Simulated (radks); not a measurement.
Neutral bismuth, [Hg] 6p3. Calculated with a radial shooting solver on a logarithmic mesh with Libxc functionals: non-relativistic Kohn-Sham, r2SCAN, spin-polarised, spherical densities, point nucleus; meta-GGA in the generalised Kohn-Sham scheme. Every spin shell is full or empty, so the densities are truly spherical. Functionals are evaluated on that one density, not self-consistently. Rank these orbital-free kinetic functionals by their error against the exact value of the orbitals, and give that value: Thomas-Fermi, von Weizsacker, TF + vW, TF + vW/9, APBEK, revAPBEK, Pearson, PG1, DePristo-Kress.

Answer. Exact: 20095.4 hartree. From best to worst, with 100 (|E| - |E exact|)/|E exact| (equal figures are ties): APBEK +0.06, DePristo-Kress -0.18, revAPBEK +0.20, TF + vW/9 -0.66, Pearson -0.81, Thomas-Fermi -4.55, PG1 +12.25, TF + vW +30.43, von Weizsacker -65.02.
